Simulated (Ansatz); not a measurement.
Relaxation of Mn2O2⁻ with UKS PBE0-D4/def2-SVPD.

```sh
$ ansatz run in.yaml --threads 4 --pin off --events-out ev --progress --plain --max-ram 3916MiB
```

```yaml
crystal:
  periodic: [false, false, false]
  atoms:
    - {symbol: Mn, position_ang: [-0.609790, 0.139530, -0.907580]}
    - {symbol: Mn, position_ang: [0.609530, -0.139520, 0.907620]}
    - {symbol: O, position_ang: [-0.120380, 1.341560, 0.287210]}
    - {symbol: O, position_ang: [0.120640, -1.341570, -0.287250]}
basis:
  gaussian: {orbitals: def2-SVPD}
total_charge: -1
magnetization: {spin_polarized: true, initial_magnetization: 1}
hamiltonian: {xc: pbe0, dispersion: d4}
scf: {lower_state_search: "off"}
output: {orbitals: {seedname: orbitals}}
relax: {f_tol: 0.02, max_steps: 100}
```

Hardware: 4 threads of Arm Neoverse V2 on a shared host. Wall time 20 s.

Positions (Å) and forces (eV/Å) at steps 1, 2, 3, 4, 5 of 5:

```xyz
4
step=1 energy=-66709.3195 eV
Mn   -0.610    0.140   -0.908   -3.374    0.772   -5.023
Mn    0.610   -0.140    0.908    2.841   -0.652    4.229
O    -0.120    1.342    0.287   -0.067    3.657    1.193
O     0.121   -1.342   -0.287    0.601   -3.776   -0.398
4
step=2 energy=-66709.9526 eV
Mn   -0.644    0.148   -0.960   -2.085    0.477   -3.104
Mn    0.639   -0.146    0.950    1.365   -0.314    2.033
O    -0.120    1.362    0.297    0.186    1.850    0.949
O     0.125   -1.363   -0.287    0.534   -2.014    0.122
4
step=3 energy=-66710.4220 eV
Mn   -0.736    0.169   -1.096   -0.180    0.042   -0.267
Mn    0.649   -0.149    0.966    0.481   -0.107    0.718
O    -0.080    1.364    0.359   -0.217    0.775   -0.066
O     0.167   -1.384   -0.229   -0.085   -0.710   -0.386
4
step=4 energy=-66710.4470 eV
Mn   -0.738    0.169   -1.099   -0.070    0.016   -0.105
Mn    0.652   -0.149    0.971    0.196   -0.045    0.291
O    -0.082    1.384    0.362   -0.084    0.258   -0.041
O     0.168   -1.403   -0.234   -0.041   -0.230   -0.146
4
step=5 energy=-66710.4510 eV
Mn   -0.740    0.169   -1.102   -0.010    0.002   -0.014
Mn    0.657   -0.150    0.978    0.009   -0.002    0.014
O    -0.084    1.391    0.362   -0.001    0.010    0.002
O     0.167   -1.410   -0.238    0.001   -0.010   -0.002
```

The charge -1 doublet is spin-contaminated (final ⟨S²⟩ up to 5.69, 0.75 for a pure state). The highest occupied level of the charge -1 doublet lies above zero (up to 0.21 eV). It is a level of α spin, whose loss leaves a singlet; that state wasn't run at this geometry and level. The electron is either unbound and held by the finite basis, or the level is raised by self-interaction error. The relaxation made no stability test and no search for a lower SCF solution. The structure comes from a short search, and lower isomers may exist.
